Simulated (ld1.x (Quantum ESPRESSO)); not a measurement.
indium, TM: configuration errors across variants

```
Element                 : In (Z = 49)
Generator               : ld1.x (Quantum ESPRESSO) 7.5
Type                    : norm-conserving Troullier–Martins (Kleinman–Bylander form)
Functional              : PBE
Relativity              : scalar-relativistic
Frozen core             : [Kr]
Valence charge          : 13
Reference configuration : 4d10 5s2 5p0 (charge +1)
Partial waves           : 5s (bound): rc 2.20 bohr; 5p (bound, empty): rc 2.45 bohr; 4d (bound): rc 1.00 bohr
Local potential         : all-electron potential smoothed inside 2.00 bohr (lloc = -1)
Core correction         : none
```

All-electron excitation energies from the reference (eV): (1) 4d10 5s2 5p1 -5.363; (2) 4d10 5s1 5p0 19.235; (3) 4d10 5s0 5p0 47.555; (4) 4d9 5s2 5p2 12.944; (5) 4d9 5s2 5p1 19.752; (6) 4d10 5s0 5p3 6.584; (7) 4d9 5s0 5p0 103.944.

1 further variants failed, have other tests or too few solved ones, and are left out.

A true bound ghost makes a file unfit for plane-wave use even where its test errors are small: the radial tests pick states by their node count and pass the ghost by.

Errors AE − PS in meV (a dash: test not solved or not reliable):

```csv
change,(1),(2),(3),(4),(5),(6),(7),bound ghosts
base,+5.6,+17,+61,-59,+60,+1.4,+101,s
core correction a·sin(br)/r model core inside 0.60 bohr,+2.9,-2.3,-54,-95,+36,-12,-149,s
wave 5s (bound): rc 2.20 bohr becomes 5s (bound): rc 1.50 bohr,+5.8,+40,+76,+436,+697,-20,-37,s
"type ultrasoft; waves now 5s (bound): rcut 1.90, rcutus 2.20 bohr; 5s channel at -0.55 Ry: rcut 1.90, rcutus 2.20 bohr; 5p (bound): rcut 2.15, rcutus 2.45 bohr; 5p channel at 0.35 Ry: rcut 2.15, rcutus 2.45 bohr; 4d (bound): rcut 0.85, rcutus 1.00 bohr; 4d channel at -1.35 Ry: rcut 0.85, rcutus 1.00 bohr; local potential all-electron potential smoothed inside 1.85 bohr (lloc = -1); augmentation PSQ, inside the norm-conserving radii",+4.2,+15,+99,-46,-67,+17,+13,none
wave 5p (bound): rc 2.45 bohr becomes 5p (bound): rc 1.48 bohr,+4.4,+17,+61,+90,+145,-46,+101,"p, s"
"all radii scaled by about 1.14 (s 2.50, p 2.80, d 1.14 bohr); local potential all-electron potential smoothed inside 2.28 bohr (lloc = -1)",+4.3,+9.3,+47,-191,-133,-2.9,-40,none
```

(1) Give the same row for: local potential all-electron potential smoothed inside 2.88 bohr (lloc = -1).

Answers

(1) +3.3, +5.8, +52, -294, -257, -0.5, -69; bound ghosts: none.
